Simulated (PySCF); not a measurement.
# Homolysis of `CN(C)[SiH3]` (C2H9NSi), bond by bond

Molecule: `CN(C)[SiH3]` (C2H9NSi). Optimised structure (Å), atoms numbered from 1:
```
C    -0.2752    1.4469    0.1982
N    -0.0442    0.0272    0.2771
C    -1.2450   -0.7685    0.2725
Si    1.4829   -0.6605   -0.1777
H    -0.7620    1.7578   -0.7495
H    -0.9283    1.7832    1.0250
H     0.6725    2.0005    0.2825
H    -1.8271   -0.6734   -0.6676
H    -1.0061   -1.8345    0.4088
H    -1.9145   -0.4721    1.1015
H     1.5856   -2.0148    0.4460
H     1.6996   -0.8363   -1.6567
H     2.5618    0.2437    0.3238
```

Energies: M06-2X/def2-TZVP (PySCF, density fitting, integration grid level 3) on PBE0-D3(BJ)/def2-SVP structures. Zero-point and thermal terms (298.15 K, 1 bar) come from unscaled PBE0-D3(BJ)/def2-SVP harmonic frequencies, with soft modes damped to free rotors in the entropy.

| bond | r / Å | radicals | BDE(298 K) / eV | BDFE / eV | D₀ / eV | Dₑ / eV |
| --- | --- | --- | --- | --- | --- | --- |
| C1–N2 | 1.440 | CH3• + `C[N][SiH3]` | 3.77 | 3.22 | 3.69 | 4.03 |
| Si4–H | 1.494 | `CN(C)[SiH2]` + H• | 3.78 | 3.42 | 3.72 | 3.98 |
| N2–Si4 | 1.735 | `C[N]C` + SiH3• | 3.91 | 3.36 | 3.85 | 4.10 |
| C1–H | 1.110 | `[CH2]N(C)[SiH3]` + H• | 3.94 | 3.56 | 3.87 | 4.25 |

Homolysis to relaxed radicals in the gas phase; the table need not hold every single bond outside rings.

Lowest value: C1–N2 (3.77 eV); highest value: C1–H (3.94 eV).

Note: the order of C1–N2 and Si4–H, of N2–Si4 and C1–H is undecided: the gaps lie inside the method's error (some 10 kJ/mol, one structure a species); the order of Si4–H and N2–Si4 (ΔE differs by -12, ΔH by -13, ΔG by 6 kJ/mol) hangs on zero-point and thermal terms.

Hardware: 1 thread of Arm Neoverse V1, shared with other jobs. Command: `OMP_NUM_THREADS=1 python redox_run.py task.json out`. Structures, frequencies and single points: 19 min.
